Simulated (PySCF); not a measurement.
Record of a relaxation.

Species: C5H17AlO2Si.
Numbering: `[CH3:1][O+:2]([CH3:3])[AlH2-:4][O:5][Si:6]([CH3:7])([CH3:8])[CH3:9]` (hydrogens: H10, H11, H12 on C1; H13, H14, H15 on C3; H16, H17 on Al4; H18, H19, H20 on C7; H21, H22, H23 on C8; H24, H25, H26 on C9)

Computed by this run: PBE0-D3(BJ)/def2-SVP geometry optimisation, gas phase in PySCF; density fitting, grid level 1; the optimiser is geomeTRIC in internal coordinates, started from a GFN2-xTB structure with every atom displaced at random (about 0.01 Å). 5 of its 24 geometries are shown. The frame can shift and turn from step to step; on so coarse a grid that alone can change the energy by a few meV, and forces under 0.02 eV/Å are noise.

Step 0: E = -24005.8147 eV, largest atomic force 2.330 eV/Å
```
atom  x, y, z in Å  |  force x, y, z in eV/Å
C1      2.251   -1.327    0.082   -1.999   1.127   0.403
O2      2.376    0.038   -0.324    0.568  -1.390   0.270
C3      3.683    0.402   -0.652    0.732   0.014   0.613
Al4     1.161    1.463   -0.497   -1.198   0.271   0.154
O5     -0.324    0.683   -0.098    0.430  -0.028   0.005
Si6    -1.797    0.095    0.276   -0.262  -0.479   0.301
C7     -2.558   -0.640   -1.304   -0.745   0.788   1.055
C8     -2.863    1.491    0.980   -0.727  -1.537  -0.205
C9     -1.570   -1.288    1.602   -0.236   0.732  -1.725
H10     2.831   -1.513    0.976    0.454  -0.051   0.459
H11     1.166   -1.434    0.318    0.578  -0.163  -0.121
H12     2.528   -1.979   -0.723    0.317  -0.586  -0.743
H13     4.049   -0.180   -1.491    0.194  -0.349  -0.421
H14     4.346    0.285    0.226   -0.078  -0.025  -0.182
H15     3.660    1.444   -0.929    0.107   0.735  -0.237
H16     1.732    2.444    0.573    0.250   0.409   0.378
H17     1.357    1.794   -2.003    0.135   0.201  -0.653
H18    -2.013   -1.485   -1.666    0.731  -0.865  -0.385
H19    -3.589   -0.976   -1.127   -0.151  -0.071   0.082
H20    -2.614    0.110   -2.092    0.116   0.303  -0.285
H21    -3.863    1.116    1.297    0.371   0.101  -0.031
H22    -3.042    2.239    0.233   -0.112   0.764  -0.795
H23    -2.395    1.969    1.817    0.496   0.379   0.851
H24    -0.963   -0.950    2.408    0.745   0.488   1.027
H25    -2.512   -1.614    1.989   -1.073  -0.292   0.489
H26    -1.105   -2.163    1.164    0.358  -0.475  -0.303
```

Step 6: E = -24006.1735 eV, largest atomic force 0.066 eV/Å
```
atom  x, y, z in Å  |  force x, y, z in eV/Å
C1      2.237   -1.212    0.128    0.034  -0.029   0.001
O2      2.485    0.096   -0.359   -0.065  -0.006   0.001
C3      3.820    0.359   -0.738    0.026   0.030  -0.022
Al4     1.091    1.522   -0.492    0.040   0.005  -0.009
O5     -0.260    0.548   -0.030    0.035  -0.020   0.020
Si6    -1.791    0.033    0.299   -0.047  -0.007  -0.010
C7     -2.582   -0.627   -1.274    0.059  -0.001   0.008
C8     -2.819    1.446    0.990    0.035  -0.013   0.033
C9     -1.705   -1.346    1.580   -0.007   0.040   0.025
H10     2.859   -1.406    1.017   -0.015   0.003  -0.003
H11     1.174   -1.248    0.388   -0.007  -0.012   0.001
H12     2.466   -1.953   -0.656   -0.013   0.011   0.016
H13     4.128   -0.323   -1.547   -0.011   0.002   0.001
H14     4.494    0.242    0.126   -0.006   0.004   0.006
H15     3.864    1.395   -1.100    0.004   0.002  -0.004
H16     1.643    2.566    0.587   -0.004   0.002   0.011
H17     1.236    1.897   -2.041    0.004  -0.005  -0.009
H18    -2.003   -1.474   -1.677   -0.012   0.005   0.009
H19    -3.613   -0.974   -1.097   -0.018  -0.004  -0.001
H20    -2.611    0.153   -2.051   -0.019   0.009   0.003
H21    -3.836    1.109    1.249   -0.009   0.010  -0.013
H22    -2.907    2.269    0.264   -0.004  -0.001  -0.011
H23    -2.355    1.853    1.903   -0.003  -0.003  -0.013
H24    -1.169   -1.011    2.483   -0.006   0.003  -0.017
H25    -2.718   -1.653    1.888    0.005  -0.023  -0.003
H26    -1.192   -2.240    1.191    0.008  -0.002  -0.021
```

Step 12: E = -24006.1785 eV, largest atomic force 0.117 eV/Å
```
atom  x, y, z in Å  |  force x, y, z in eV/Å
C1      2.336   -1.189    0.269    0.004  -0.052   0.048
O2      2.471    0.049   -0.406    0.082   0.004  -0.083
C3      3.751    0.310   -0.949    0.029  -0.027   0.007
Al4     1.084    1.459   -0.466   -0.053   0.037   0.017
O5     -0.227    0.469    0.078   -0.002   0.021   0.004
Si6    -1.795    0.028    0.347   -0.033   0.002  -0.036
C7     -2.597   -0.505   -1.268    0.069   0.002   0.004
C8     -2.753    1.475    1.069    0.046  -0.017   0.038
C9     -1.790   -1.420    1.548    0.053   0.022   0.021
H10     3.029   -1.231    1.126   -0.015   0.015   0.001
H11     1.296   -1.241    0.612   -0.008  -0.004   0.004
H12     2.553   -2.018   -0.424   -0.016   0.012  -0.004
H13     4.021   -0.474   -1.674   -0.010   0.004   0.000
H14     4.507    0.354   -0.148   -0.007   0.013   0.002
H15     3.699    1.278   -1.465    0.002   0.005  -0.005
H16     1.665    2.525    0.578   -0.005  -0.010   0.009
H17     1.157    1.828   -2.023   -0.004  -0.008   0.001
H18    -2.034   -1.331   -1.731   -0.015  -0.011   0.013
H19    -3.633   -0.844   -1.109   -0.015   0.001  -0.016
H20    -2.614    0.327   -1.989   -0.022   0.006   0.007
H21    -3.805    1.211    1.263   -0.009   0.002  -0.011
H22    -2.738    2.328    0.373   -0.023   0.006   0.000
H23    -2.306    1.810    2.018   -0.001  -0.004  -0.005
H24    -1.317   -1.137    2.502   -0.008   0.006  -0.005
H25    -2.807   -1.778    1.768   -0.015  -0.005  -0.010
H26    -1.218   -2.264    1.128   -0.024  -0.018   0.002
```

Step 17: E = -24006.1907 eV, largest atomic force 0.038 eV/Å
```
atom  x, y, z in Å  |  force x, y, z in eV/Å
C1      2.336   -1.011    0.503    0.009   0.025  -0.004
O2      2.375   -0.061   -0.552   -0.027  -0.025  -0.009
C3      3.596    0.000   -1.266   -0.005   0.015   0.017
Al4     1.127    1.490   -0.553    0.012   0.010  -0.011
O5     -0.236    0.667    0.115    0.006  -0.007   0.001
Si6    -1.763    0.109    0.385   -0.005  -0.002   0.000
C7     -2.613   -0.268   -1.249   -0.013   0.004   0.000
C8     -2.755    1.391    1.334   -0.008   0.004  -0.005
C9     -1.651   -1.470    1.405   -0.023  -0.006  -0.004
H10     3.079   -0.756    1.275    0.006  -0.008   0.001
H11     1.323   -0.968    0.920    0.002   0.002   0.000
H12     2.539   -2.016    0.101    0.001  -0.003   0.003
H13     3.823   -0.987   -1.699    0.004  -0.001   0.001
H14     4.418    0.318   -0.604    0.003  -0.003   0.001
H15     3.463    0.733   -2.073   -0.003  -0.002   0.001
H16     1.882    2.496    0.438   -0.001  -0.001   0.005
H17     1.139    1.805   -2.122   -0.002  -0.008  -0.001
H18    -2.059   -1.035   -1.814    0.005   0.004  -0.001
H19    -3.640   -0.636   -1.093    0.003  -0.002   0.003
H20    -2.670    0.635   -1.878    0.005  -0.001  -0.001
H21    -3.768    1.025    1.565    0.001   0.000   0.001
H22    -2.858    2.320    0.749    0.006   0.001   0.002
H23    -2.259    1.646    2.284    0.002  -0.003   0.001
H24    -1.163   -1.282    2.375    0.008   0.002  -0.004
H25    -2.654   -1.879    1.609    0.008  -0.002   0.008
H26    -1.078   -2.249    0.876    0.008   0.006  -0.003
```

Step 23: E = -24006.1908 eV, largest atomic force under 0.02 eV/Å
```
atom  x, y, z in Å  |  force x, y, z in eV/Å
C1      2.352   -0.970    0.547    0.002  -0.001  -0.001
O2      2.361   -0.087   -0.565   -0.008  -0.004  -0.004
C3      3.581   -0.034   -1.281    0.003   0.003   0.005
Al4     1.119    1.469   -0.597    0.003   0.001   0.001
O5     -0.243    0.670    0.101    0.001   0.003   0.002
Si6    -1.769    0.112    0.382   -0.001  -0.001  -0.002
C7     -2.644   -0.231   -1.245    0.001   0.001   0.001
C8     -2.740    1.381    1.370    0.003  -0.002   0.004
C9     -1.638   -1.485    1.371    0.004   0.001   0.000
H10     3.104   -0.658    1.291   -0.001   0.000   0.000
H11     1.345   -0.915    0.978    0.000   0.000   0.000
H12     2.563   -1.995    0.205    0.000   0.001   0.000
H13     3.834   -1.037   -1.659    0.000   0.000   0.000
H14     4.394    0.339   -0.637    0.000   0.001   0.000
H15     3.430    0.650   -2.126    0.000  -0.001  -0.001
H16     1.890    2.487    0.370   -0.001   0.003  -0.003
H17     1.122    1.746   -2.173    0.000  -0.004  -0.001
H18    -2.098   -0.986   -1.833    0.000   0.001   0.001
H19    -3.668   -0.603   -1.082    0.000  -0.001   0.000
H20    -2.709    0.684   -1.855   -0.002   0.000   0.001
H21    -3.753    1.018    1.606   -0.001   0.001  -0.003
H22    -2.840    2.323    0.807    0.000   0.001   0.000
H23    -2.230    1.610    2.319   -0.001  -0.001   0.000
H24    -1.123   -1.313    2.330   -0.001   0.000   0.000
H25    -2.632   -1.903    1.595    0.000   0.001   0.000
H26    -1.073   -2.250    0.813   -0.002  -0.001  -0.001
```

Task: Summarise the path.

Result: The energy falls by 36.28 kJ/mol from step 0 to step 23; nine tenths of that is first reached at step 2. It never rises by more than 0.2 meV. The largest force goes from 2.330 to under 0.02 eV/Å. Among the bonds O2–Al4 changes most, from 1.880 to 1.991 Å; the atoms move by 0.591 Å rms after alignment.

Task: Follow the three bonds and two angles with the largest change from start to end.

Result: 
| step | E above end (kJ/mol) | largest force (eV/Å) | O2–Al4 (Å) | Si6–C9 (Å) | Al4–H17 (Å) | C1–O2–Al4 (°) | Al4–O5–Si6 (°) |
| --- | --- | --- | --- | --- | --- | --- | --- |
| 0 | 36.28 | 2.330 | 1.880 | 1.929 | 1.555 | 133.9 | 174.2 |
| 1 | 3.70 | 0.191 | 1.990 | 1.895 | 1.598 | 126.1 | 171.6 |
| 2 | 2.83 | 0.142 | 1.989 | 1.884 | 1.601 | 126.3 | 171.0 |
| 3 | 2.54 | 0.091 | 1.989 | 1.881 | 1.602 | 125.3 | 170.1 |
| 4 | 2.28 | 0.091 | 1.991 | 1.882 | 1.602 | 125.0 | 168.7 |
| 5 | 1.94 | 0.085 | 1.995 | 1.884 | 1.601 | 124.5 | 166.0 |
| 6 | 1.67 | 0.066 | 1.998 | 1.884 | 1.600 | 124.0 | 162.8 |
| 7 | 1.50 | 0.067 | 1.997 | 1.883 | 1.601 | 123.9 | 160.4 |
| 8 | 1.40 | 0.044 | 1.994 | 1.882 | 1.601 | 124.1 | 158.7 |
| 9 | 1.35 | 0.029 | 1.991 | 1.881 | 1.601 | 124.3 | 157.9 |
| 10 | 1.32 | 0.033 | 1.988 | 1.881 | 1.602 | 124.5 | 157.7 |
| 11 | 1.28 | 0.060 | 1.985 | 1.881 | 1.602 | 124.6 | 157.6 |
| 12 | 1.19 | 0.117 | 1.979 | 1.881 | 1.602 | 124.8 | 157.4 |
| 13 | 1.10 | 0.173 | 1.976 | 1.882 | 1.602 | 124.5 | 157.6 |
| 14 | 0.80 | 0.155 | 1.977 | 1.883 | 1.602 | 123.7 | 159.1 |
| 15 | 0.17 | 0.094 | 1.988 | 1.884 | 1.601 | 120.9 | 162.3 |
| 16 | 0.13 | 0.074 | 1.993 | 1.884 | 1.601 | 120.0 | 163.4 |
| 17 | 0.01 | 0.038 | 1.991 | 1.883 | 1.601 | 120.3 | 163.0 |
| 18 | -0.03 | 0.034 | 1.990 | 1.883 | 1.601 | 120.2 | 162.7 |
| 19 | -0.01 | 0.026 | 1.991 | 1.883 | 1.601 | 119.9 | 162.7 |
| 20 | 0.00 | under 0.02 | 1.991 | 1.883 | 1.600 | 119.7 | 162.8 |
| 21 | 0.00 | under 0.02 | 1.991 | 1.883 | 1.600 | 119.6 | 162.8 |
| 22 | 0.00 | under 0.02 | 1.991 | 1.883 | 1.600 | 119.6 | 162.9 |
| 23 | 0.00 | under 0.02 | 1.991 | 1.883 | 1.600 | 119.6 | 162.9 |

What follows is the cost of the whole optimisation. Hardware: one thread of an Arm Neoverse N1, on a shared host. Cost: 20 min of wall time, 1.1 GiB resident at most.
